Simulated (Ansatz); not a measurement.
`C=CB(Cl)Cl` and `C=CBCl` differ in one atom or group.

Ansatz, PBE0-D4/def2-TZVP geometries, multiplicity 1. Each molecule was computed in one conformer, which needn't be the lowest.

```tsv
property	`C=CB(Cl)Cl`
HOMO–LUMO gap (PBE/def2-TZVPP) / eV	4.33
HOMO–LUMO gap (PBE0/def2-TZVPP) / eV	6.35
size of the dipole moment (B3LYP/def2-TZVPP) / D	1.91
ideal-gas entropy at 298 K and 1 bar (rigid rotor, harmonic PBE0-D4/def2-TZVP) / J/(mol·K)	328
size of the dipole moment (ωB97M-V/def2-TZVPP) / D	1.89
LUMO energy (B3LYP/def2-TZVPP) / eV	-2.36
```

(1) What does the change do to each property? (Best estimate.)

Answers

(1) Computed: 
| property | `C=CBCl` | shift |
| --- | --- | --- |
| HOMO–LUMO gap (PBE/def2-TZVPP) / eV | 4.05 | -0.28 |
| HOMO–LUMO gap (PBE0/def2-TZVPP) / eV | 6.39 | 0.04 |
| size of the dipole moment (B3LYP/def2-TZVPP) / D | 1.92 | 0.01 |
| ideal-gas entropy at 298 K and 1 bar (rigid rotor, harmonic PBE0-D4/def2-TZVP) / J/(mol·K) | 298 | -30 |
| size of the dipole moment (ωB97M-V/def2-TZVPP) / D | 1.90 | 0.01 |
| LUMO energy (B3LYP/def2-TZVPP) / eV | -2.25 | 0.11 |

Dipoles are sizes alone; their direction can turn.

B3LYP here is the variant with VWN-RPA as its local correlation; programs differ in this.
